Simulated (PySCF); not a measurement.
A structure optimised at B3LYP-D3(BJ)/def2-SVP, used in a PySCF frequency run:

```xyz
7

Mo     0.0000     0.0000    -0.0885
Cl     0.0000     2.2388    -0.4823
Cl     2.1874     0.0000     0.6811
Cl    -2.1874     0.0000     0.6811
Cl     0.0000    -2.2388    -0.4823
H      0.8039     0.0000    -1.5215
H     -0.8039     0.0000    -1.5215
```

### Question
Write its SMILES, formula and point group.

### Answer
[Cl][MoH2]([Cl])([Cl])[Cl], Cl₄H₂Mo, C2v

### Question
What are its rotational constants (standard atomic weights)?

### Answer
1.2785, 1.2322, 0.72622 GHz
